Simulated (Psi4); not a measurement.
C2H9AlOSi, charge -1, doublet, geometry from GFN2-xTB (such geometries of metal compounds can be far from the true shape) (a state made from the parent by changing its charge; the spin is typed, not shown lowest) (a gas-phase anion, which may not be bound at this level). Base run: HF/pcseg-1 run with Psi4 1.11.

Geometry (Å):
```xyz
14

Al    -0.3488     1.1096     0.0259
C      1.5751     1.9353     0.0189
H      2.3133     1.4451     0.6694
H      1.5409     2.9847     0.3428
H      2.0234     1.9474    -0.9845
C     -0.9130     1.1033     2.0420
H     -1.8911     0.6288     2.2033
H     -1.0159     2.1323     2.4133
H     -0.2212     0.6029     2.7345
O     -0.2254    -0.5963    -0.5226
Si    -0.0316    -2.1217    -0.9087
H     -0.9079    -3.0043    -0.1107
H      1.3547    -2.5970    -0.7349
H     -0.3892    -2.3218    -2.3327
```
Charge -1, spin multiplicity 2.
Orbitals are unrestricted.
All else is at Psi4's defaults (density fitting).
Base energy -686.69607 Eh.

Each row names what was changed in the base input (with any setting that the change needs).

```json
[
 {"change": "base", "ΔE vs base (mEh)": "0.000", "SCF cycles": "9", "basis functions": "123"},
 {"change": "e_convergence = 1e-10", "ΔE vs base (mEh)": "0.000", "SCF cycles": "13", "basis functions": "123"},
 {"change": "cholesky_tolerance = 1e-3 (with scf_type cd)", "ΔE vs base (mEh)": "-0.486", "SCF cycles": "9", "basis functions": "123"},
 {"change": "df_basis_scf = cc-pvqz-jkfit", "ΔE vs base (mEh)": "0.007", "SCF cycles": "9", "basis functions": "123"},
 {"change": "guess = sapgau", "ΔE vs base (mEh)": "0.000", "SCF cycles": "10", "basis functions": "123"},
 {"change": "basis_guess = true", "ΔE vs base (mEh)": "0.000", "SCF cycles": "8", "basis functions": "123"},
 {"change": "guess = core", "ΔE vs base (mEh)": "0.000", "SCF cycles": "14", "basis functions": "123"},
 {"change": "basis_guess = sto-3g", "ΔE vs base (mEh)": "0.000", "SCF cycles": "9", "basis functions": "123"},
 {"change": "puream = true", "ΔE vs base (mEh)": "0.000", "SCF cycles": "9", "basis functions": "123"},
 {"change": "puream = false", "ΔE vs base (mEh)": "-10.493", "SCF cycles": "9", "basis functions": "128"},
 {"change": "guess = huckel", "ΔE vs base (mEh)": "0.000", "SCF cycles": "10", "basis functions": "123"},
 {"change": "guess = sap", "ΔE vs base (mEh)": "0.000", "SCF cycles": "10", "basis functions": "123"},
 {"change": "d_convergence = 1e-4", "ΔE vs base (mEh)": "0.000", "SCF cycles": "9", "basis functions": "123"}
]
```

Open shells are given as the SCF converged; they aren't shown to be the lowest states, and a large step between rows can be another state.

A gas-phase anion may not be bound at this level; its values then depend on the basis.
